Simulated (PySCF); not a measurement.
Vertical excitations of a molecule CH4ClNOSi2 from TDA-LC-ωPBE/def2-SVPD run with PySCF, as energy in eV (oscillator strength): 5.04 (0.010), 6.38 (0.073), 6.50 (0.038), 6.66 (0.056), 7.26 (0.009), 7.31 (0.005), 7.65 (0.229), 7.74 (0.016), 7.90 (0.117), 8.02 (0.037). Lowest triplet (TDA): 4.59 eV. Geometry optimised at PBE-D3(BJ)/def2-SVP. The values are those of a single conformer.

Problem. Pick the molecule that these values belong to.
A) Cl[SiH2]C1=N[SiH2]O1
B) O[Si@H]1C=N[Si@@H]1Cl
C) N#CO[Si@@H]([SiH3])Cl
D) Cl[Si@H]1N=CO[SiH2]1

Solution. D, Cl[Si@H]1N=CO[SiH2]1
